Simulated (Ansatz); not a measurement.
BeBrF (SMILES [F][Be][Br]) moved off its minimum; all values from Ansatz (a program for electronic structure), cores frozen in correlated methods.
(charge 0, multiplicity 1)
```xyz
3

Be     0.0688    -0.0371    -1.1654
F      0.0550    -0.0870    -2.5361
Br     0.0182    -0.1456     0.7551
```

Give the forces (eV/Å), the total energy and the dipole at CCSD(T)/aug-cc-pVTZ.


| atom | Fx | Fy | Fz |
|---|---|---|---|
| Be1 | -0.041 | -0.110 | -0.600 |
| F2 | 0.035 | 0.087 | -0.184 |
| Br3 | 0.006 | 0.023 | 0.784 |
Energy -2687.2414 hartree, dipole 0.51 D.
